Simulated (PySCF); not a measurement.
Numbering as in the mapped SMILES `[CH3:1][C:2]([CH3:3])([CH3:4])[S:5]([CH3:6])(=[O:7])=[O:8]`; H(Xn) means a hydrogen on atom n.

GIAO shifts from PySCF 2.14.0 with density-fitted response routines on PBE0-D3(BJ)/def2-SVP geometries (one conformer, non-relativistic, equivalent nuclei averaged), against TMS at the same level and in the same medium; PCM means IEF-PCM chloroform.

Measured (solution, not stated per compound (mostly CDCl3 or CCl4); Pretsch, Buehlmann, Badertscher, Structure Determination of Organic Compounds, 4th ed. (2009)): C2 57.6, C1/C3/C4 22.7, H(C1)/H(C3)/H(C4) 1.44 ppm.

Q: Which unscaled values do PBE0/pcSseg-1, gas; PBE0/pcSseg-1, PCM; WP04/pcSseg-1, PCM; wB97X-D/pcSseg-1, PCM give, and how close are they?

A: 
```json
{"atoms": "C2", "measured": "57.6", "PBE0/pcSseg-1, gas": "62.4", "PBE0/pcSseg-1, PCM": "64.8", "WP04/pcSseg-1, PCM": "72.1", "wB97X-D/pcSseg-1, PCM": "64.9"}
{"atoms": "C1/C3/C4", "measured": "22.7", "PBE0/pcSseg-1, gas": "23.7", "PBE0/pcSseg-1, PCM": "23.8", "WP04/pcSseg-1, PCM": "24.4", "wB97X-D/pcSseg-1, PCM": "24.0"}
{"atoms": "H(C1)/H(C3)/H(C4)", "measured": "1.44", "PBE0/pcSseg-1, gas": "1.28", "PBE0/pcSseg-1, PCM": "1.32", "WP04/pcSseg-1, PCM": "1.37", "wB97X-D/pcSseg-1, PCM": "1.33"}
```

Mean absolute error for ¹³C: PBE0/pcSseg-1, gas 2.9, PBE0/pcSseg-1, PCM 4.1, WP04/pcSseg-1, PCM 8.1, wB97X-D/pcSseg-1, PCM 4.3 ppm.

Mean absolute error for ¹H: PBE0/pcSseg-1, gas 0.16, PBE0/pcSseg-1, PCM 0.12, WP04/pcSseg-1, PCM 0.07, wB97X-D/pcSseg-1, PCM 0.11 ppm.
